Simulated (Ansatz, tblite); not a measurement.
Adding an electron: the cluster Sr2O2⁺. Total charge 1; doublet. Geometry: r2SCAN-D4/def2-TZVP. Ansatz, gas phase; energy differences of separate SCF runs; the reduced species is a singlet (the triplet lies 0.70 eV higher at PBE0-D4/def2-TZVP).

Cartesian coordinates in Å:
```
Sr 0.0844 1.8297 0.0380
Sr -0.0846 -1.8297 -0.0378
O 0.6401 -0.0509 1.0311
O -0.6399 0.0509 -1.0313
```

In the def2 sets Sr takes a core potential; there is no spin–orbit coupling. The xTB rows come from tblite. The structure comes from a short search, and lower isomers may exist.

```json
{"level": "GFN1-xTB", "−HOMO (eV)": "–", "−LUMO (eV)": "–", "vertical EA (eV)": "11.25", "HOMO–LUMO gap (eV)": "–"}
{"level": "GFN2-xTB", "−HOMO (eV)": "–", "−LUMO (eV)": "–", "vertical EA (eV)": "13.41", "HOMO–LUMO gap (eV)": "–"}
{"level": "PBE-D4/def2-TZVP", "−HOMO (eV)": "8.78", "−LUMO (eV)": "7.55", "vertical EA (eV)": "4.77", "HOMO–LUMO gap (eV)": "1.23"}
{"level": "r2SCAN-D4/def2-TZVP", "−HOMO (eV)": "8.85", "−LUMO (eV)": "6.98", "vertical EA (eV)": "4.46", "HOMO–LUMO gap (eV)": "1.87"}
{"level": "PBE0-D4/def2-TZVP", "−HOMO (eV)": "9.97", "−LUMO (eV)": "6.06", "vertical EA (eV)": "4.48", "HOMO–LUMO gap (eV)": "3.91"}
```

  HOMO and LUMO are the levels of the spin that leaves or enters (xTB has no such levels and no spin-polarisation term). Other spin states of the ions may lie lower, which would lower the ionisation energy or raise the affinity. Raw xTB energy differences between charge states are shifted by several eV; the methods need an empirical correction for them.
